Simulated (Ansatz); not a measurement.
`C[SiH](F)I` → `FI` + `C[SiH]` at 298.15 K and 1 bar (silylene formation by 1,1-elimination).

Computed with Ansatz on PBE0-D4/def2-TZVP structures; ΔE is electronic, products minus reactants. CCSD(T)/CBS is the MP2 limit (def2-TZVPP, def2-QZVPP) plus CCSD(T) − MP2 in def2-TZVPP, frozen cores. This one scheme is used for every species. Elements past krypton have def2 core potentials. For I outer-core shells are correlated without core-valence functions, which leaves a few kJ/mol of doubt a bond.

```tsv
species	CCSD(T)/CBS energy (Eh)	H − E (kJ/mol)	S (J/(mol·K))
`C[SiH](F)I`	-726.89319	148.0	338.4
`FI`	-397.18768	12.9	235.8
`C[SiH]`	-329.46712	122.3	261.2
```

H − E and S are ideal-gas, rigid-rotor, harmonic terms from PBE0-D4/def2-TZVP, for one conformer and one mirror image of each species. 1 Eh = 2625.50 kJ/mol, R = 8.31446 J/(mol·K).

Question: By hand: ΔE, ΔH, ΔS and ΔG.

Answer: ΔE = (-397.18768) + (-329.46712) − (-726.89319) = 0.23839 Eh = 625.9 kJ/mol. Δ(H − E) = 12.9 + 122.3 − 148.0 = -12.8, so ΔH = 613.1 kJ/mol. ΔS = 235.8 + 261.2 − 338.4 = 158.6 J/(mol·K). ΔG = 613.1 − 298.15 × (158.6)/1000 = 565.8 kJ/mol.

Question: By hand: the equilibrium constant, and the temperature at which ΔG would vanish if ΔH and ΔS stayed fixed.

Answer: log₁₀ K = −ΔG/(RT ln 10) = -99.1. ΔG = 0 at ΔH/ΔS = 3866 K, far beyond where these terms or the molecules hold.

The number of gas molecules changes by +1, which sets the sign of ΔS. A doubt of 5 kJ/mol in ΔE shifts log₁₀ K by 0.9 here. Other conformers and mirror images would add mixing entropy, several J/(mol·K) or more a flexible species. These are equilibria of isolated gas molecules and say nothing of rates. Largest T1 diagnostic: 0.012 (customary marks: 0.02 for closed shells, 0.045 for open ones).
